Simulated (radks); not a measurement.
Numerical settings for the zirconium ion Zr+, [Kr] 4d2 5s1. Calculated with a radial shooting solver on a logarithmic mesh with Libxc functionals: scalar-relativistic Kohn-Sham, PBEsol, spin-unpolarised, spherical densities, point nucleus. The defaults (mesh step 0.008 in ln r, mesh end at 40 bohr or more with all orbitals vanishing there, Anderson mixing 0.5 over 9 steps, residual threshold near 1e-9 with the energy settled to 1e-9 hartree or 1e-11 of itself, here a cap of 78 iterations) give E = -3596.2195 hartree and 5s at -9.976 eV in 15 iterations. Run on one thread of a shared host, so times are rough (Arm Neoverse N1): 0.15 s of CPU time, 0.15 s wall, 15 iterations on 2602 mesh points. Changes against that run (0 stands for a change within the tolerance of the run):

setting                    iterations         converged  E (mhartree)  e(5s) (meV)  CPU (s)
mesh step in ln r 0.05             15               yes      -0.00105            0     0.04
mesh step in ln r 0.012            15               yes             0            0     0.11
mesh step in ln r 0.08              3                no      diverged            -     0.02
mesh end (bohr) 1                  13  level above zero     +1.94e+05    +1.35e+06     0.11
mesh end (bohr) 2                  14  level above zero     +1.21e+04    +1.58e+05     0.11
residual threshold 1e-16           78                no             0            0      0.4
residual threshold 0.001            9               yes     -0.000306       -0.552     0.11
mixing 0.05                        18               yes             0            0     0.18
linear mixing, mixing 0.5          30               yes             0            0     0.25
linear mixing, mixing 0.2          78                no             0            0     0.58
mixing history 2                   17               yes             0            0     0.16
iteration cap 3                     3                no         +15.5         -575     0.04

Settled on a wrong energy, with an occupied level pushed above zero by the early mesh end: mesh end (bohr) 1 (+194 hartree); mesh end (bohr) 2 (+12.1 hartree). Apart from these: no run marked as converged misses the energy by more than 1 mhartree. A mesh that ends early acts as a hard wall.
